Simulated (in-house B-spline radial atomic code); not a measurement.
Results of a calculation; reference values are marked as such.
## What the choice of pseudopotential does to G0W0 on PBE: Eu²⁺

All numbers come from an all-electron radial atomic-structure program (B-spline basis), non-relativistic (model numbers for so heavy an element), configuration [Xe] 4f7, open shells at high spin. Semilocal Troullier-Martins pseudo-atoms, one channel per l, are made with PBE or LDA for several valence sets and radii, with or without a model core, and set against the all-electron atom. One channel fits only the lowest state of its l, so a second state of that l is approximate. All electrons give 4f up: PBE -20.841 eV, G0W0 -28.700 eV, 5p down: PBE -34.78 eV, G0W0 -40.96 eV. Potentials are made in the ion's own configuration unless the neutral atom is named, and a smooth local potential serves every l without a channel. Potentials that miss their own reference levels by more than 6 millihartree, or need radii over 3.5 bohr, are left out. Columns give pseudo minus all-electron, in eV; a dash marks a level in the core or of low weight.

```csv
valence,made with,radii (bohr),model core (bohr),4f up PBE,4f up G0W0,5p down PBE,5p down G0W0
5p 4f,"PBE, neutral atom",s 3.12 p 1.15 d 1.67 f 1.59,none,-1.64,+4.90,+0.80,+1.74
5p 4f,PBE,s 3.05 p 1.29 d 1.78 f 1.78,none,-1.93,+4.15,+0.84,+1.71
5p 4f,PBE,s 3.40 p 1.65 d 2.27 f 2.28,none,-1.92,+3.39,+1.12,+1.97
5p 4f,PBE,s 3.40 p 1.87 d 2.57 f 2.58,none,-1.86,+3.12,+1.34,+2.12
5p 4f,"PBE, neutral atom",s 3.12 p 1.15 d 1.67 f 1.59,0.96,-0.09,+6.60,+0.20,+1.08
5p 4f,"PBE, neutral atom",s 3.40 p 1.65 d 2.40 f 2.28,0.96,-0.60,+4.81,+0.72,+1.53
5p 4f,"PBE, neutral atom",s 3.40 p 1.87 d 2.72 f 2.58,0.96,-0.74,+4.32,+0.92,+1.64
5s 5p 4f,"PBE, neutral atom",s 1.19 p 1.29 d 1.88 f 1.78,none,-2.10,+4.02,+0.46,+0.67
5s 5p 4f,PBE,s 1.72 p 1.87 d 2.57 f 2.58,none,-1.73,+3.27,+1.01,+1.15
5s 5p 4f,"PBE, neutral atom",s 1.72 p 1.87 d 2.72 f 2.58,0.92,-1.27,+3.78,+0.59,+0.69
4d 5s 5p 4f,"PBE, neutral atom",s 1.32 p 1.44 d 0.57 f 1.98,none,-1.12,+1.70,+0.39,-0.36
4d 5s 5p 4f,"PBE, neutral atom",s 1.72 p 1.87 d 0.74 f 2.58,none,-1.47,+1.61,+0.68,-0.12
4d 5s 5p 4f,"PBE, neutral atom",s 1.19 p 1.29 d 0.51 f 1.78,0.40,-0.73,+2.09,+0.11,-0.69
4d 5s 5p 4f,PBE,s 1.52 p 1.65 d 0.66 f 2.28,0.40,-0.91,+2.06,+0.57,-0.18
```

Q: How does the G0W0 shift of 4f up, which all sets hold, depend on the valence set?

A: Mean size: 4d 5s 5p 4f: 1.86 eV; 5s 5p 4f: 3.69 eV; 5p 4f: 4.47 eV. The means mix radii and the functional used in making the potentials.
